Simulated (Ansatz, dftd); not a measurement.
Species: CH$_{3}$NOSi, charge 0, singlet. CH3NOSi (isocyanatosilane, SMILES O=C=N[SiH3]).
B3LYP-D3(BJ)/def2-TZVP minimum from Ansatz (a program for electronic structure):
```xyz
7

Si    -1.5688    -0.1388    -0.2345
N      0.1165     0.0152     0.0103
C      1.2899     0.1142     0.1928
O      2.4409     0.2121     0.3704
H     -2.1821     1.2039    -0.1909
H     -1.8046    -0.7610    -1.5530
H     -2.1317    -0.9881     0.8347
```
Charge 0, spin multiplicity 1.

Quantity: atomisation energy (electronic, to ground-state atoms), in kcal/mol. Open shells are spin-unrestricted; no spin-orbit coupling. Cores are frozen in correlated methods. Rows without X2C or -DK are non-relativistic. CBS(X,Y): correlation extrapolated as X^-3, Hartree-Fock from the larger set. A bracket is a step between two methods taken in the basis named. The functionals are non-relativistic, so their misses hold any scalar relativity. Double hybrids freeze cores in their MP2 part. '+ core + X2C': CCSD(T) terms for core correlation (cc-pwCVTZ, 1s frozen past Ne) and scalar relativity (cc-pVTZ-DK). Where a partner has so few electrons that a lower coupled-cluster level is exact, that level stands in.

```
level                                                                                        program  atomisation energy (kcal/mol)  difference against the last row
------------------------------------------------------------------------------------  --------------  -----------------------------  -------------------------------
PBE-D3(BJ)/def2-TZVPD                                                                 Ansatz + dftd3                          688.4                             22.4
PBE-D4/def2-TZVPD                                                                     Ansatz + dftd4                          688.3                             22.3
PBE/def2-TZVPD                                                                                Ansatz                          685.6                             19.6
B3LYP-D3(BJ)/def2-TZVPD                                                               Ansatz + dftd3                          670.4                              4.4
B3LYP-D4/def2-TZVPD                                                                   Ansatz + dftd4                          669.7                              3.7
B3LYP/def2-TZVPD                                                                              Ansatz                          665.4                             -0.6
CAM-B3LYP-D3(BJ)/def2-TZVPD                                                           Ansatz + dftd3                          671.1                              5.1
B2GP-PLYP/def2-TZVPD                                                                          Ansatz                          658.7                             -7.3
MP2/cc-pV(D+d)Z                                                                               Ansatz                          620.8                            -45.2
MP2/cc-pV(Q+d)Z                                                                               Ansatz                          676.4                             10.4
CCSD/cc-pV(T+d)Z                                                                              Ansatz                          627.2                            -38.8
CCSDT(Q)/cc-pV(D+d)Z                                                                          Ansatz                          601.9                            -64.1
CCSD(T)/CBS(cc-pV(T+d)Z,cc-pV(Q+d)Z) + [CCSDT(Q) - CCSD(T)]/cc-pV(D+d)Z + core + X2C          Ansatz                          666.0                              0.0
```
